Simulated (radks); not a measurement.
Question: These are the eigenvalues of the occupied orbitals of an atom or ion with whole-number occupations (eV). All-electron calculation, scalar-relativistic Kohn-Sham, PBE, spin-unpolarised, spherical densities, finite nucleus; Fermi nuclear charge, rms radius of each element as measured or else 0.836 A^(1/3) + 0.57 fm. Program: a radial shooting solver on a logarithmic mesh with Libxc functionals.

orbital  eigenvalue
1s        -5902.258
2s        -688.6216
2p        -582.1585
3s         -95.1464
3p         -66.4603
3d         -22.8557

Which element is it, and in what charge state? The configuration may be excited.

Answer: Z = 24, chromium, charge +2: Cr2+ in [Ar] 3d4. The list shows which subshells hold electrons but not how many an open one holds; the 1s level, -216.9 hartree, gives Z - s = 20.8 by -(Z - s)^2/2, which with screening and relativity narrows Z to a few neighbours, and the depths of the outer levels then fix element, charge and occupations together.
